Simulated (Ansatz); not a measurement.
The same path of C₂H₄BFS (9 atoms, charge 0, multiplicity 1) was run 3 times with different band settings. The coordinate that changes most is the dihedral H7–C2–C3–S5.

Theory: RKS r2SCANh-D4/def2-SVP in Ansatz.

Relaxed end points:

```xyz
9
Properties=species:S:1:pos:R:3
F 1.471 -0.312 -1.609
C 0.851 0.415 -0.617
C -0.436 -0.222 -0.199
B -0.991 -0.186 1.237
S -0.324 -1.757 0.893
H 0.636 1.423 -1.014
H 1.546 0.509 0.232
H -1.136 -0.360 -1.034
H -1.528 0.444 2.095
```

```xyz
9
Properties=species:S:1:pos:R:3
F 0.486 1.296 -1.510
C 0.896 0.329 -0.619
C -0.312 -0.439 -0.144
B -1.144 -0.017 1.076
S -0.114 -1.373 1.475
H 1.406 0.812 0.229
H 1.614 -0.329 -1.135
H -0.784 -1.040 -0.933
H -1.960 0.714 1.543
```

Common settings: optimiser quadratic models (default); start path through a guess of the saddle point; force threshold 0.05 eV/Å; iteration limit 60; end points relaxed.

| run | movable images | climbing image | spring |
| --- | --- | --- | --- |
| 1 | 5 | yes | 5.0 eV/Å² |
| 2 | 5 | yes | 2.0 to 10.0 eV/Å², energy-weighted |
| 3 | 4 | no | 5.0 eV/Å² |

Task: What does each run give, and how far can it be trusted?

Result: Run 1: converged after 6 iterations, highest image 0.166 eV above the first end. A vibrational analysis at the climbing image gives one clearly imaginary mode, 116i cm⁻¹: a first-order saddle point.
Run 2: converged after 6 iterations, highest image 0.166 eV above the first end. Another band between the same ends (5 images) ends at a top of the same energy, where a vibrational analysis finds 1 clearly imaginary mode.
Run 3: converged after 6 iterations, highest image 0.154 eV above the first end. No image climbed, so the highest image needn't sit at the top of the path.
